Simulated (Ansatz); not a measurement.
Br2, closed-shell singlet (the spin of the measured ground state), most abundant isotopes (78.9183 and 78.9183 u). Constants from fifth-degree fits in 1/R to seven points on the lowest solution found; no spin–orbit coupling, no relativity up to Kr; ω_e x_e and α_e move by some per cent with the fit.

Correlated levels freeze the inner cores; with def2 sets outer-core shells near the valence are correlated too. CBS(a, b) extrapolates the correlation energy as X⁻³ and adds the Hartree–Fock energy of set b.

The values were computed with Ansatz (Gaussian basis) for Hartree–Fock, density functionals and correlated methods. Each number belongs to the level named beside it.

At CCSD(T)/CBS(def2-TZVPP, def2-QZVPP): B₀ = 0.082255 cm⁻¹, fundamental 329 cm⁻¹.

### Question
Taking the state as ¹Σ, work out the ideal-gas entropy and heat capacity at 298.15 K and 1 bar (rigid rotor, harmonic oscillator at the fundamental, no nuclear spin).

### Answer

Translation: S = R(1.5 ln M + 2.5 ln T − 1.1517) with M = 157.837 u gives 171.98 J/(mol K). Rotation: q = kT/(σhcB₀) = 1259.7 with σ = 2 and hc/k = 1.43878 cm K, S = R(ln q + 1) = 67.67. Vibration: u = hcν/kT = 1.589, S = R(u/(eᵘ − 1) − ln(1 − e⁻ᵘ)) = 5.29. Sum S° = 244.9 J/(mol K). C_p = 7R/2 + R u² eᵘ/(eᵘ − 1)² = 35.87 J/(mol K).

Ansatz is a program for electronic structure.
